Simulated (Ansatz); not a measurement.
Frontier orbitals of C2H4ClGaO, SMILES `O/C=[C](/Cl)[GaH2]`.

Charge 0, multiplicity 1. Correlated methods include outer-core shells of Ga, which these sets cover unevenly. Scalar relativity is left out up to krypton. The structure was optimised at the PBE0-D4/def2-TZVP level. It is one conformer, not always the lowest. Basis def2-TZVPP, Ansatz.

| functional | HOMO (eV) | LUMO (eV) |
| --- | --- | --- |
| ωB97M-V | -9.26 | 0.72 |

Problem. Give HOMO and LUMO (eV) with LDA (SPW92), PBE, revPBE, BLYP, r2SCAN, B97M-V, PBE0, B3LYP, r2SCANh, r2SCAN0, HSE06 (plane-wave form), BHLYP, CAM-B3LYP, LC-ωPBE, ωB97X-V, HF. (Best estimate.)

Solution. Computed: 
```
             functional   HOMO   LUMO
            LDA (SPW92)  -6.05  -2.04
                    PBE  -5.89  -1.77
                 revPBE  -5.83  -1.65
                   BLYP  -5.74  -1.70
                 r2SCAN  -6.11  -1.43
                 B97M-V  -6.19  -1.65
                   PBE0  -7.08  -0.93
                  B3LYP  -6.85  -1.21
                r2SCANh  -6.55  -1.14
                r2SCAN0  -7.22  -0.73
HSE06 (plane-wave form)  -6.68  -1.30
                  BHLYP  -8.12  -0.18
              CAM-B3LYP  -8.39  -0.05
                LC-ωPBE  -9.75   1.18
                ωB97X-V  -9.38   1.00
                     HF  -9.69   1.91
```

B3LYP here is the variant with VWN-RPA as its local correlation; programs differ in this. LC-ωPBE has ω = 0.4 bohr⁻¹. Positive LUMOs are unbound and depend on the basis.
